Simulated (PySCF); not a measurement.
3-ethenoxyprop-1-ene (C5H8O), SMILES C(=C)COC=C. Atoms are numbered in the order given.

```xyz
14

C      2.2596     0.8747     0.3797
C      1.9483    -0.4084     0.1923
C      0.5655    -0.9332    -0.0419
O     -0.3727     0.1208    -0.0515
C     -1.6786    -0.2279    -0.1282
C     -2.6546     0.6591    -0.3385
H      1.4862     1.6457     0.3705
H      3.2939     1.1858     0.5458
H      2.7294    -1.1778     0.2002
H      0.5357    -1.4852    -1.0043
H      0.3098    -1.6702     0.7479
H     -1.8891    -1.2972     0.0119
H     -2.4336     1.7194    -0.4793
H     -3.6928     0.3271    -0.3616
```
Charge 0, spin multiplicity 1.

Geometry optimised at B3LYP-D3(BJ)/def2-SVP. Other conformers were not sampled.

Two levels are set side by side: PBE/pcSseg-1 (PySCF) and PBE0/pcSseg-1 (PySCF). GIAO shifts against H2O (¹⁷O), TMS (¹H), TMS (¹³C) at the same level; non-relativistic, no solvent, atoms listed together averaged. Differences are taken from unrounded values.

| quantity | PBE0 | PBE | PBE minus PBE0 |
|---|---|---|---|
| δ(¹³C) of C1 (ppm) | 124.6 | 121.6 | -2.9 |
| δ(¹³C) of C2 (ppm) | 142.4 | 141.4 | -1.0 |
| δ(¹³C) of C3 (ppm) | 75.3 | 78.7 | 3.4 |
| δ(¹⁷O) of O4 (ppm) | 117.0 | 137.2 | 20.3 |
| δ(¹³C) of C5 (ppm) | 159.9 | 157.8 | -2.1 |
| δ(¹³C) of C6 (ppm) | 96.6 | 93.1 | -3.5 |
| δ(¹H) of H9 (ppm) | 6.16 | 6.17 | 0.01 |
| δ(¹H) of H12 (ppm) | 6.52 | 6.54 | 0.02 |

Rough cost on one machine, each run with all the roots and properties that it gave: PBE0 against PBE within a factor of 2.
